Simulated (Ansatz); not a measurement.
Cost and result up the ladder for BeCl2(NH3)2 (BeN2Cl2H6) (11 atoms). Charge 0, multiplicity 1. Geometry: PBE0-D4/def2-SVP.

```
atom   x (Å)   y (Å)   z (Å)
 Be1  -0.518  -0.281  -0.317
 Cl2  -2.169   0.781  -0.476
 Cl3  -0.273  -2.104  -1.017
  N4  -0.199  -0.402   1.445
  H5  -0.170   0.485   1.948
  H6   0.620  -0.958   1.690
  H7  -1.017  -0.909   1.789
  N8   0.758   0.705  -1.103
  H9   1.712   0.358  -0.996
 H10   0.730   1.698  -0.868
 H11   0.527   0.627  -2.095
```

Ansatz on 4 threads of Arm Neoverse V2 on a shared host. Times are rough, and most runs start from the orbitals of an earlier one. ωB97M-V/def2-TZVP serves as the yardstick here, not as an exact answer. Differences are given only for rows in sets of like size (and for xTB, whose basis is part of the method), since another set adds its own error. Binding counts from free atoms at the same level (Be singlet, Cl doublet, N quartet, H doublet; other spins of the atoms weren't run), without zero-point energy or a counterpoise term.

LC-ωPBE has ω = 0.4 bohr⁻¹. B3LYP takes the VWN-RPA correlation. HSE06 is defined as in plane-wave codes, on full-range PBE exchange.

```tsv
level	functions	wall time	binding energy per atom (eV)	difference from ωB97M-V/def2-TZVP (eV)
PBE-D4/def2-SVP	103	0.75 s	3.50	–
B3LYP-D4/6-31G	65	0.75 s	3.35	–
HF/def2-TZVP	191	1.1 s	2.46	-0.98
PBE0-D4/def2-SVP	103	1.1 s	3.44	–
PBE-D4/def2-TZVP	191	1.4 s	3.48	0.03
BLYP-D4/def2-TZVP	191	1.6 s	3.43	-0.01
LC-ωPBE/def2-TZVP	191	1.9 s	3.40	-0.05
HSE06-D4/def2-TZVP	191	2.2 s	3.43	-0.02
CAM-B3LYP-D4/def2-TZVP	191	2.3 s	3.45	0.00
PBE-D4/def2-TZVPD	242	2.4 s	3.49	0.04
PBE0-D4/def2-TZVPD	242	3 s	3.43	-0.01
r2SCAN-D4/def2-TZVP (with forces)	191	3.5 s	3.43	-0.02
r2SCAN-D4/def2-TZVPD	242	4.3 s	3.44	-0.01
ωB97M-V/def2-TZVP	191	6.5 s	3.45	0.00
```
